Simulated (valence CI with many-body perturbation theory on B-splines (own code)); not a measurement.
## Er⁶²⁺: key properties

Calculated by relativistic CI+MBPT: four valence electrons over a frozen Dirac-Fock core [He], radial functions for each j: 9 s, 9 p, 8 d, 6 f, 3 g, 1 h, with the one-electron correlation potential Σ1 (screened to all orders), the two-electron term Σ2, the three-electron term Σ3, Breit, model QED; selected single and double excitations, second order for the rest, scaled by the run's own slope (own B-spline code, finite nucleus).

The last digits are not significant, and no measured levels were compared; by estimate large intervals hold to a few tenths of a per cent, small ones and those within an open d or f shell to about a per cent.

Levels are named by their leading jj configuration (3d3/2^4 stands for four electrons in 3d with j = 3/2), which in mixed levels can hold well under half, so a name can repeat and another be missing.

Rates and lifetimes use the calculated energies. Strong lines usually hold to 10 to 20 %, long lifetimes can be off by a factor of two.

Q: What is the ground level?

A: (2s^2 2p1/2^2) J=0, composition 69 % 2s2 2p2 3P + 31 % 2s2 2p2 1S.

Q: What are the static dipole polarisabilities of the lowest levels?

A: (2s^2 2p1/2^2) J=0 0.000124 bohr³, of which the core gives 3.25e-07.

Q: What is the ionisation energy?

A: 15147 eV; NIST lists 15146 ± 15 eV (theoretical).

Q: Name the longest-lived excited levels whose lifetime is computed, and their main decay.

A: (2s^2 2p1/2 2p3/2) J=2 at 972.9 eV lives 50.4 ns, mostly by E2 to (2s^2 2p1/2^2) J=0; (2s^2 2p1/2 2p3/2) J=1 at 955.0 eV lives 184 ps, mostly by M1 to (2s^2 2p1/2^2) J=0.

Q: How well does LS coupling describe the low levels?

A: Among the lowest 20 levels the leading LS term, summed over configurations, holds 67 % on average. For single configurations the figures are 67 % in LS and 100 % in jj coupling. Terms mix most in the J = 1 level at 1297.8 eV, where the leading one holds 32 %.
